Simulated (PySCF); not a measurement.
## Electronic structure of K⁺ (potassium, charge +1) at the UHF level

Configuration: [Ar], closed-shell 1S. Calculation: PySCF 2.14, in aug-cc-pVDZ-X2C; the spin-free X2C one-electron Hamiltonian (Gaussian nucleus).

| Property | Result |
| --- | --- |
| Total energy | -601.309314 hartree |
| One-electron energy | -822.7731 hartree |
| Hartree (Coulomb) energy | 254.2434 hartree |
| Exchange energy | -32.7795 hartree |
| ⟨S²⟩ | 0.0000 |
| ⟨L²⟩ | 0.000 |
| Sum of ⟨r⟩ | 14.15 bohr |
| Sum of ⟨r²⟩ | 19.51 bohr² |
| Langevin diamagnetic susceptibility | -15.4 ×10⁻⁶ cm³/mol |
| Time after the integrals | 0.05 s of wall time on 1 thread of Intel(R) Xeon(R) 6975P-C (shared host) |

```json
{"shell": "1s", "electrons": "2", "mean orbital energy (eV)": "-3656.2", "rms radius, mean of both spins (bohr)": "0.0937"}
{"shell": "2s", "electrons": "2", "mean orbital energy (eV)": "-403.39", "rms radius, mean of both spins (bohr)": "0.418"}
{"shell": "2p", "electrons": "6", "mean orbital energy (eV)": "-319.68", "rms radius, mean of both spins (bohr)": "0.388"}
{"shell": "3s", "electrons": "2", "mean orbital energy (eV)": "-53.839", "rms radius, mean of both spins (bohr)": "1.37"}
{"shell": "3p", "electrons": "6", "mean orbital energy (eV)": "-31.877", "rms radius, mean of both spins (bohr)": "1.55"}
```

Densities and radii are taken from the X2C orbitals without a picture-change correction, which distorts them close to the nucleus.
